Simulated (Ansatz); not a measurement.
Cost and result up the ladder for (CuSH)4 ring (Cu₄H₄S₄) (12 atoms). Total charge 0; singlet. Geometry: r2SCAN-D4/def2-SVP.

```xyz
12

Cu   -0.9120   -1.0089    1.1287
S    -2.8175   -0.5852    0.0909
Cu   -1.1052   -0.4539   -1.3010
S     0.5087   -0.3640   -2.8091
Cu    0.9137    1.0104   -1.1255
S     1.3971    2.4763    0.4568
Cu    1.1068    0.4554    1.3042
S     0.9133   -1.5271    2.2629
H    -3.1592   -1.8727   -0.1800
H    -0.0800    0.5407   -3.6355
H     2.7493    2.4161    0.3319
H     0.4850   -1.0872    3.4757
```

Ansatz; hardware A = 2 threads of AMD EPYC 7R13 on a shared host and a share (18 GiB) of an NVIDIA H100 80GB HBM3; B = 2 threads of AMD EPYC 7R13 on a shared host. Times are rough, and most runs start from the orbitals of an earlier one. ωB97M-V/def2-TZVP serves as the yardstick here, not as an exact answer. Differences are given only for rows in sets of like size (and for xTB, whose basis is part of the method), since another set adds its own error. Binding counts from free atoms at the same level (Cu doublet, S triplet, H doublet; other spins of the atoms weren't run), without zero-point energy or a counterpoise term.

The 6-31G sets use Cartesian d functions. B3LYP takes the VWN-RPA correlation. Correlated methods freeze 56 core orbitals. The rows differ in basis, and correlated rows in double-zeta sets carry the largest basis error.

Correlated methods converge slowly with the basis, most of all in double-zeta sets.

```json
{"level": "HF/def2-TZVP [A]", "functions": "352", "wall time": "2.3 s", "binding energy per atom (eV)": "1.79", "difference from ωB97M-V/def2-TZVP (eV)": "-1.19"}
{"level": "PBE-D4/def2-TZVP [A]", "functions": "352", "wall time": "2.5 s", "binding energy per atom (eV)": "3.04", "difference from ωB97M-V/def2-TZVP (eV)": "0.07"}
{"level": "PBE0-D4/def2-TZVP [A]", "functions": "352", "wall time": "2.7 s", "binding energy per atom (eV)": "2.92", "difference from ωB97M-V/def2-TZVP (eV)": "-0.05"}
{"level": "r2SCAN-D4/def2-TZVP [A]", "functions": "352", "wall time": "3.1 s", "binding energy per atom (eV)": "3.07", "difference from ωB97M-V/def2-TZVP (eV)": "0.09"}
{"level": "ωB97M-V/def2-TZVP [A]", "functions": "352", "wall time": "6 s", "binding energy per atom (eV)": "2.98", "difference from ωB97M-V/def2-TZVP (eV)": "0.00"}
{"level": "ωB97X-V/def2-TZVP (with forces) [A]", "functions": "352", "wall time": "6.5 s", "binding energy per atom (eV)": "2.97", "difference from ωB97M-V/def2-TZVP (eV)": "-0.01"}
{"level": "HF/6-31G [B]", "functions": "176", "wall time": "7 s", "binding energy per atom (eV)": "1.97", "difference from ωB97M-V/def2-TZVP (eV)": "–"}
{"level": "PBE-D4/def2-SVP [B]", "functions": "216", "wall time": "7 s", "binding energy per atom (eV)": "3.21", "difference from ωB97M-V/def2-TZVP (eV)": "–"}
{"level": "B3LYP-D4/6-31G [B]", "functions": "176", "wall time": "12 s", "binding energy per atom (eV)": "3.00", "difference from ωB97M-V/def2-TZVP (eV)": "–"}
{"level": "PBE0-D4/def2-SVP [B]", "functions": "216", "wall time": "14 s", "binding energy per atom (eV)": "3.04", "difference from ωB97M-V/def2-TZVP (eV)": "–"}
{"level": "MP2/def2-SVP [B]", "functions": "216", "wall time": "15 s", "binding energy per atom (eV)": "2.82", "difference from ωB97M-V/def2-TZVP (eV)": "–"}
```
